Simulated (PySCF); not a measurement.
**Computed structure and properties of [Yb(H2O)4]2+**

System: [Yb(H2O)4]2+ (singlet in the valence; each metal's 4f electrons, 14 of them, lie in its core potential, out of spins and levels); start: displaced along the imaginary mode (S4). Method: PySCF 2.14.0, RKS PBE0, Yb lcecp-0-SVP with ECP60, O def2-SVP, H def2-SVP; non-relativistic Hamiltonian with scalar-relativistic core potentials where named; density fitting; no spin-orbit coupling.

Input of the relaxation:

```python
mol = gto.M(atom='''
Yb     0.00000    -0.00000     0.00000
O      1.38591     1.40392     1.41067
H      1.54476     1.29363     2.39495
H      1.95466     2.17411     1.11139
O     -1.38591    -1.41067     1.40392
H     -1.95466    -1.11139     2.17411
H     -1.54476    -2.39495     1.29363
O      1.38591    -1.40392    -1.41067
H      1.95466    -2.17411    -1.11139
H      1.54476    -1.29363    -2.39495
O     -1.38591     1.41067    -1.40392
H     -1.54476     2.39495    -1.29363
H     -1.95466     1.11139    -2.17411''',
    basis={'Yb': 'lcecp-0-SVP', 'O': 'def2-SVP', 'H': 'def2-SVP'},
    ecp={'Yb': 'lcecp-0-SVP'},
    charge=2, spin=0)
mf = dft.RKS(mol, xc='PBE0')
mf.grids.atom_grid = (50, 194)  # f atoms: unpruned, at least (60, 302)
mf = mf.density_fit()  # fitting sets: Yb AutoAux, O def2-universal-JKFIT, H def2-universal-JKFIT
mf.conv_tol = 1e-08; mf.max_cycle = 55
mf.kernel(dm0)  # dm0: converged density of the start geometry
# quasi-Newton relaxation in Cartesian coordinates to a largest gradient under 0.00045 Eh/bohr, steps kept in the point group
```

Run from Python with OMP_NUM_THREADS=2; the lines above give its settings. Where DIIS fails, smearing, a level shift and second-order steps follow.
It took 2.6 min on 2 threads of Arm Neoverse V1, with other jobs on the host, from the converged density of the start.

Course of the relaxation:

| step | energy above end (eV) | largest force component within the symmetry (eV/Å) |
| --- | --- | --- |
| 0 | 0.2470 | 1.476 |
| 1 | 0.0257 | 0.229 |
| 2 | 0.0207 | 0.035 |
| 3 | 0.0197 | 0.042 |
| 4 | 0.0171 | 0.122 |
| 5 | 0.0142 | 0.117 |
| 6 | 0.0103 | 0.021 |
| 7 | 0.0086 | 0.105 |
| 14 | 0.0010 | 0.011 |
| 15 | 0.0007 | 0.032 |
| 16 | 0.0004 | 0.045 |
| 17 | 0.0003 | 0.071 |
| 18 | 0.0001 | 0.054 |
| 19 | 0.0000 | 0.009 |
(The steps between are left out.)

Relaxed geometry (S4):

```xyz
13

Yb    0.0000    0.0000    0.0000
O     1.4509    1.3377    1.4041
H     1.3624    1.5124    2.3555
H     2.2566    1.8175    1.1504
O    -1.4510   -1.4041    1.3377
H    -2.2571   -1.1503    1.8172
H    -1.3619   -2.3556    1.5127
O     1.4509   -1.3377   -1.4041
H     2.2566   -1.8175   -1.1504
H     1.3624   -1.5124   -2.3555
O    -1.4510    1.4041   -1.3377
H    -1.3619    2.3556   -1.5127
H    -2.2571    1.1503   -1.8172
```

| contact | Å |
| --- | --- |
| Yb1–O2 (H2O) | 2.422 |
| Yb1–O5 (H2O) | 2.422 |
| Yb1–O8 (H2O) | 2.422 |
| Yb1–O11 (H2O) | 2.422 |

On the finer grid (75, 302):

| Item | Value |
| --- | --- |
| HOMO | not given (4f levels lie in the core) |
| LUMO | not given (4f levels lie in the core) |
| Dipole about the centre of mass | 0.00 D |
| Set of Mulliken populations of Yb1 outside the core potential | s 2.15, p 6.20, d 0.42, f 0.01 |
| D3(BJ) dispersion energy (not in the energies) | -0.165 eV |

```tsv
atom	Mulliken (e)	Löwdin (e)	spin (e)
Yb1	1.22	0.93	0.00
O2	-0.32	-0.04	0.00
H3	0.26	0.15	0.00
H4	0.26	0.15	0.00
O5	-0.32	-0.04	0.00
H6	0.26	0.15	0.00
H7	0.26	0.15	0.00
O8	-0.32	-0.04	0.00
H9	0.26	0.15	0.00
H10	0.26	0.15	0.00
O11	-0.32	-0.04	0.00
H12	0.26	0.15	0.00
H13	0.26	0.15	0.00
```

The 4f levels lie in the core potential and are missing.

On the grid (50, 194), as all that follows. Harmonic modes: a minimum within the noise of the softest modes; lowest 22 cm⁻¹ (negative: unstable), highest 3850 cm⁻¹, zero-point energy 2.669 eV.

Taking off one H2O (charge 0, singlet; the rest: singlet) in vacuum, both parts rigid, costs 1.93 eV; the small basis without counterpoise inflates it. Parting with an electron moved from the ligand to the metal can be far cheaper, even downhill.

Rigid scan of H2O along the line from its metal:

```
distance to O2 (Å)  energy (eV)
              2.12        0.381
              2.22        0.144
              2.32        0.031
              2.42        0.000
              2.52        0.022
              2.62        0.077
              2.82        0.237
```

One start shape was tried, so this needn't be the lowest isomer.

An lcecp potential fixes the number of 4f electrons, so in runs with it no electron can move into or out of that shell.
